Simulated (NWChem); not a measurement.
System: CH$_{4}$F$_{2}$OSi; SMILES C[Si](O)(F)F

```xyz
9

C      0.3840    -1.7928     0.0022
Si    -0.0184    -0.0025    -0.0007
O     -1.6410     0.2168    -0.0085
F      0.6390     0.7458    -1.2735
F      0.6270     0.7482     1.2768
H     -0.0349    -2.2813     0.8942
H      1.4735    -1.9440     0.0023
H     -0.0349    -2.2836    -0.8886
H     -1.9831     1.1157    -0.0093
```
Atoms are numbered in this order, from 1.

Program: NWChem. Pople sets run with spherical d functions. Structure relaxed at the PBE0/def2-SVP level. Level: M05-2X/6-31G* with SMD (1 M gas to 1 M solution), gas-phase geometry. Reactions with the solvent are ignored.

Question: Predict the results for solvent dichloromethane. Quantities: solvation free energy (kcal/mol); cavity-dispersion-structure term (kcal/mol); dipole in solution (D).

Answer: 
```json
{
  "solvation free energy (kcal/mol)": "-5.7",
  "cavity-dispersion-structure term (kcal/mol)": "0.1",
  "dipole in solution (D)": "1.21"
}
```
